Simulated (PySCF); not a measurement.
A calculated (MN15, PySCF 2.14, aug-cc-pV(5+d)Z, the non-relativistic Hamiltonian (point nucleus)) atom or ion has these occupied shells.

```tsv
shell	electrons	orbital energy (eV)	rms radius, mean of both spins (bohr)
1s α	1	-2744.0	0.106
1s β	1	-2743.7	0.106
2s α	1	-264.06	0.493
2s β	1	-263.70	0.493
2p α	3	-209.96	0.453
2p β	3	-209.64	0.453
3s α	1	-35.631	1.62
3s β	1	-32.669	1.62
3p α	3	-22.710	1.83
3p β	1	-20.840	1.83
```

Problem. Name the element and its charge.

Solution. Cl⁺ (chlorine, charge +1), in [Ne] 3s2 3p4, high-spin 3P determinant.
